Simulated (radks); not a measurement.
Values are calculated unless marked as measured or tabulated.
Neutral vanadium inside a hard spherical wall (all orbitals vanish at R), configuration held at [Ar] 3d3 4s2 and not refilled when levels cross. Level of theory: non-relativistic Kohn-Sham, LDA (Slater exchange, VWN5 correlation), spin-polarised, spherical densities, point nucleus; open shells are filled with parallel spins first (a radial shooting solver on a logarithmic mesh with Libxc functionals). Eigenvalues in eV for spin up, with the zero of energy where the potential of the charges vanishes at infinity; a dash marks a level that is unbound or too diffuse for the functional's potential to be trusted. A positive occupied level is held by the wall or, in an anion where self-interaction has pushed it up, behind a barrier. The pressure on the wall is -dE/dV.

R (bohr)  E (hartree)  kinetic (hartree)    e(3s)    e(3p)   e(3d)   e(4s)  e(4p, empty)  e(5s, empty)  pressure (GPa)
free       -941.74220            940.449  -69.666  -44.720  -6.380  -5.069        -1.675        -0.070               0
20         -941.74220            940.449  -69.666  -44.720  -6.380  -5.069        -1.675         0.029        < 0.0001
15         -941.74220            940.449  -69.666  -44.720  -6.380  -5.069        -1.672         0.273        < 0.0001
10         -941.74152            940.455  -69.610  -44.664  -6.326  -5.024        -1.552         1.773          0.0177
8          -941.73611            940.494  -69.345  -44.400  -6.074  -4.800        -1.126         4.342           0.241
5          -941.58637            941.154  -66.471  -41.558  -3.386  -1.538         3.649        22.814            16.3
4          -941.24521            942.353  -62.941  -38.105   0.013   4.069        10.920        46.083            88.5
3.5        -940.80857            943.776  -59.766  -35.008   3.246  10.460        18.739        68.933             234
2          -931.33851            972.565  -26.480   -0.615  42.491  114.80        130.20        338.33           12500
